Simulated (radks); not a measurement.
Task: Numerical settings for the ruthenium ion Ru3+, [Kr] 4d5. Calculated with a radial shooting solver on a logarithmic mesh with Libxc functionals: scalar-relativistic Kohn-Sham, PBE, spin-unpolarised, spherical densities, finite nucleus; Fermi nuclear charge, rms radius 4.4809 fm. The defaults (mesh step 0.008 in ln r, mesh end at 40 bohr or more with all orbitals vanishing there, Anderson mixing 0.5 over 9 steps, residual threshold near 1e-9 with the energy settled to 1e-9 hartree or 1e-11 of itself, here a cap of 71 iterations) give E = -4528.6159 hartree and 4d at -37.352 eV in 15 iterations. Run on one thread of a shared host, so times are rough (Arm Neoverse V1): 0.1 s of CPU time, 0.1 s wall, 15 iterations on 2189 mesh points. One setting is changed at a time: mesh step in ln r 0.12; mesh step in ln r 0.005; mesh step in ln r 0.08; mesh end (bohr) 12; mesh end (bohr) 20; residual threshold 0.01; residual threshold 1e-13; mixing 0.05; linear mixing, mixing 0.2; linear mixing, mixing 0.8; mixing history 3; iteration cap 8. Which runs fail to converge, and which converge to a wrong energy?

Result: Not converged within the cap: mesh step in ln r 0.12; mesh step in ln r 0.08; linear mixing, mixing 0.2; linear mixing, mixing 0.8; iteration cap 8. No run marked as converged misses the energy by more than 1 mhartree.
